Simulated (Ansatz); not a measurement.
BCl$_{2}$H$_{3}$O$_{4}$Si (`O[Si](O)(O)OB(Cl)Cl`). Charge 0, multiplicity 1.

```tsv
atom	x (Å)	y (Å)	z (Å)
O1	-2.2031	0.0135	0.4747
Si2	-0.6065	-0.2411	0.4237
O3	-0.4573	-1.7840	-0.0425
O4	0.1650	0.1250	1.8102
O5	0.0794	0.8082	-0.6538
B6	1.2014	0.8730	-1.3592
Cl7	2.3663	-0.4641	-1.3722
Cl8	1.5682	2.2892	-2.3180
H9	-2.5118	0.8651	0.7853
H10	0.4165	-2.0641	-0.3246
H11	-0.0182	-0.4207	2.5763
```

**Question.** List the harmonic frequencies (cm⁻¹, unscaled) at PBE0-D4/def2-TZVP in Ansatz. (Best estimate.)

**Answer.** The calculation gave: 27, 55, 88, 147, 201, 220, 282, 286, 330, 335, 378, 381, 418, 525, 535, 779, 800, 814, 857, 938, 947, 995, 1028, 1426, 3898, 3928, 3938.

**Question.** Is this a minimum?

**Answer.** Yes, all 27 modes are real.

**Question.** Give the ideal-gas thermochemistry at 298.15 K and 1 bar (rigid rotor, harmonic oscillator; point group C1, symmetry number 1).

**Answer.** Zero-point energy 146.9 kJ/mol; H(298) − E = 176.9 kJ/mol; entropy 434.5 J/(mol·K), of which translation 173.4, rotation 126.9, vibration 134.2; G(298) − E = 47.4 kJ/mol. Modes under 100 cm⁻¹ are hindered rotations or soft bends, so the harmonic entropy is rough.
